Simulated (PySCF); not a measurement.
PbN: frontier orbitals

PBE at R = 2.065 Å; PySCF, scalar-relativistic core potentials, basis sets Pb def2-TZVPP with ECP60, N def2-TZVPP. State: ²Π (doublet), unpaired electrons π ↑. Only the outer orbitals are listed, counted within each symmetry, core potentials removing the inner ones.

```csv
spin,orbital,occ.,ε (eV),on Pb (%),main shells (%)
α,5σ,1,-17.31,26,"72 N s, 13 Pb s, 10 Pb d"
α,6σ,1,-11.54,81,"79 Pb s, 13 N s"
α,3π,1,-6.56,18,"82 N p, 16 Pb p"
α,3π,1,-5.63,26,"74 N p, 24 Pb p"
α,7σ,1,-5.54,34,"64 N p, 26 Pb p"
α,4π,0,-3.21,86,"84 Pb p, 14 N p"
α,4π,0,-2.74,79,"77 Pb p, 21 N p"
α,8σ,0,-0.40,97,"87 Pb p, 12 N p"
β,5σ,1,-16.17,30,"68 N s, 21 Pb s"
β,6σ,1,-11.27,76,"72 Pb s, 20 N s"
β,7σ,1,-5.15,34,"62 N p, 28 Pb p"
β,3π,1,-5.09,43,"57 N p, 41 Pb p"
β,3π,0,-4.72,56,"55 Pb p, 43 N p"
β,4π,0,-2.58,63,"59 Pb p, 37 N p"
β,4π,0,-2.25,50,"50 N p, 45 Pb p"
```

Q: Which are the highest filled and the lowest empty level, where do they sit, and how wide is the gap?

A: Highest filled β 3π at -5.09 eV (in %: 57 N p, 41 Pb p); lowest empty β 3π at -4.72 eV (in %: 55 Pb p, 43 N p); the gap at PBE is 0.37 eV. Both belong to one degenerate shell, split only by its one-sided filling, so this is no excitation gap.

* bond order (Mayer): 2.01
* ⟨S²⟩: 0.787
* charge on Pb (Mulliken, basis-dependent): 0.48
* charge on Pb (Löwdin, basis-dependent): 0.39
* dipole moment (positive dipole means Pb(−)N(+)): -3.72 D
* polarisability along the bond: 68.3 bohr³
* polarisability across the bond: 50.0 bohr³

These are scalar-relativistic numbers at best; spin–orbit coupling would shift them, the dissociation energy most. The state is the lowest determinant that a PBE0 search found; another state may lie lower at other levels.
